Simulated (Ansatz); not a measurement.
Molecular dynamics of C$_{2}$H$_{5}$NSi

Input:

```yaml
crystal:
  periodic: [false, false, false]
  atoms:
    - { symbol: Si, position_ang: [-0.526565, 1.192025, 0.173736] }
    - { symbol: C, position_ang: [0.324613, -0.361941, -0.435323] }
    - { symbol: C, position_ang: [1.041229, -1.232554, 0.572119] }
    - { symbol: "N", position_ang: [-0.149503, -1.666142, 0.134761] }
    - { symbol: H, position_ang: [-1.882158, 1.315645, -0.414931] }
    - { symbol: H, position_ang: [-0.632961, 1.139144, 1.649811] }
    - { symbol: H, position_ang: [0.285708, 2.360075, -0.243128] }
    - { symbol: H, position_ang: [0.646872, -0.378527, -1.473798] }
    - { symbol: H, position_ang: [0.892766, -2.367727, 0.036742] }
magnetization:
  spin_polarized: true
basis:
  gaussian: { orbitals: def2-mTZVP }
hamiltonian:
  xc: b3lyp
  dispersion: d4
md:
  timestep: 0.5
  n_steps: 200
  ensemble: nve
  temperature: 100.0
  initial_velocities: maxwell_boltzmann
  seed: 7817
```

Run as:

```bash
$ ansatz run input.yaml --threads 2 --pin off --max-ram 3072MiB --backend cpu --events-out ev --progress --plain --runs-dir out
```

It starts at the highest image of a converged band. Of that band: Neighbouring images differ by up to 1.7 eV, so the band resolves the path poorly. A vibrational analysis at the climbing image gives one clearly imaginary mode, 1473i cm⁻¹: a first-order saddle point.

Output, in part (step lines, the closing report, with atoms numbered from 0):

```
md step     0: t =     0.00 fs  T =   100.0 K  F+E_penalty+E_count = -11519.56904956 eV  E_kin = 0.090482 eV  conserved = -11519.47856756 eV  (30 SCF iters)
md step     1: t =     0.50 fs  T =    98.7 K  F+E_penalty+E_count = -11519.56789689 eV  E_kin = 0.089344 eV  conserved = -11519.47855324 eV  (29 SCF iters)
md step     2: t =     1.00 fs  T =    94.9 K  F+E_penalty+E_count = -11519.56441571 eV  E_kin = 0.085900 eV  conserved = -11519.47851538 eV  (29 SCF iters)
md step     3: t =     1.50 fs  T =    89.2 K  F+E_penalty+E_count = -11519.55919450 eV  E_kin = 0.080731 eV  conserved = -11519.47846381 eV  (29 SCF iters)
md step     4: t =     2.00 fs  T =    82.5 K  F+E_penalty+E_count = -11519.55303552 eV  E_kin = 0.074623 eV  conserved = -11519.47841266 eV  (29 SCF iters)
md step     5: t =     2.50 fs  T =    75.5 K  F+E_penalty+E_count = -11519.54673423 eV  E_kin = 0.068359 eV  conserved = -11519.47837565 eV  (29 SCF iters)
md step     6: t =     3.00 fs  T =    69.1 K  F+E_penalty+E_count = -11519.54086814 eV  E_kin = 0.062508 eV  conserved = -11519.47836062 eV  (29 SCF iters)
md step     7: t =     3.50 fs  T =    63.3 K  F+E_penalty+E_count = -11519.53567584 eV  E_kin = 0.057309 eV  conserved = -11519.47836658 eV  (29 SCF iters)
[... lines left out ...]
Total energy: -11520.77015419 eV, -423.3804941080 hartree
Atom 0 at    -0.591222     1.185901     0.152721 Å, force     1.076603     0.211568     0.222608 eV/Å
Atom 1 at     0.442898    -0.275086    -0.345863 Å, force    -2.041593    -1.084256     0.494419 eV/Å
Atom 2 at     1.149145    -1.350763     0.475381 Å, force     0.329866    -0.649198     0.225526 eV/Å
Atom 3 at    -0.095058    -1.616727     0.213080 Å, force     0.561003     1.025819    -0.806880 eV/Å
Atom 4 at    -1.803366     1.145846    -0.671352 Å, force    -0.303361     0.242611    -0.111007 eV/Å
Atom 5 at    -0.911768     1.220473     1.603134 Å, force    -0.018071     0.009735    -0.133605 eV/Å
Atom 6 at     0.378573     2.256241    -0.240244 Å, force    -0.575204     0.346389     0.112789 eV/Å
Atom 7 at     0.592034    -0.262316    -1.414811 Å, force     0.724098    -0.226530    -0.327506 eV/Å
Atom 8 at    -0.595656    -2.434064    -0.138085 Å, force     0.246659     0.123862     0.323656 eV/Å
Dipole moment:    -0.543640    -0.071718    -0.351168 e Å
```

The steps, from the saved trajectory:

```
time (fs)  T (K)  potential energy less start (eV)  conserved less start (meV/atom)
      0.0    100                             0.000                             0.00
      3.0     69                             0.028                             0.02
      6.0     39                             0.056                             0.02
      9.0     22                             0.071                             0.02
     12.0     36                             0.058                             0.02
     15.0     66                             0.031                             0.01
     18.0     70                             0.028                             0.03
     21.0    100                             0.000                             0.03
     24.0    206                            -0.096                             0.06
     27.0    553                            -0.410                             0.05
     30.0   1086                            -0.893                            -0.13
     33.0   1225                            -1.019                            -0.10
     36.0   1209                            -1.004                            -0.08
     39.0   1161                            -0.960                             0.00
     42.0   1085                            -0.892                            -0.05
     45.0   1123                            -0.926                             0.00
     48.0   1362                            -1.143                            -0.15
     51.0   1110                            -0.915                            -0.13
     54.0    529                            -0.388                             0.02
     57.0    281                            -0.164                             0.05
     60.0    686                            -0.531                            -0.02
     63.0   1309                            -1.096                            -0.17
     66.0   1490                            -1.259                            -0.16
     69.0   1252                            -1.043                            -0.01
     72.0    995                            -0.811                            -0.05
     75.0    878                            -0.704                             0.00
     78.0    949                            -0.768                            -0.01
     81.0   1085                            -0.893                            -0.14
     84.0    969                            -0.787                            -0.04
     87.0    848                            -0.678                            -0.16
     90.0    480                            -0.344                             0.06
     93.0    434                            -0.302                             0.02
     96.0    857                            -0.685                            -0.04
     99.0   1398                            -1.176                            -0.17
```

The run went to its last step. The conserved energy stayed within 0.2 meV per atom of its start (net change -0.17 meV per atom), so the integration is sound. The system heated up, since it started high on the potential surface and ran downhill. A run of 0.1 ps of so small a system gives no equilibrium averages. The orbitals stay closed-shell, which can raise the energy where a bond breaks towards radicals; this wasn't checked here.

The step under study would form N4–H9 and break C3–H9. These pairs go: N4–H9 1.26 → 1.02 Å, C3–H9 1.26 → 2.14 Å. In the last frame they stand as after the step (other bonds may differ from the relaxed reactants and products). It ends as one piece, C2H5NSi. Pairs count as bonded within 1.25 times the sum of covalent radii (0.12 Å more for H–H).

Last frame:

```xyz
9
Properties=species:S:1:pos:R:3
Si -0.591 1.186 0.153
C 0.443 -0.275 -0.346
C 1.149 -1.351 0.475
N -0.095 -1.617 0.213
H -1.803 1.146 -0.671
H -0.912 1.220 1.603
H 0.379 2.256 -0.240
H 0.592 -0.262 -1.415
H -0.596 -2.434 -0.138
```

Time of the run: 11 min on 2 threads of Arm Neoverse V1, with other jobs on the host, peak memory 0.23 GiB.
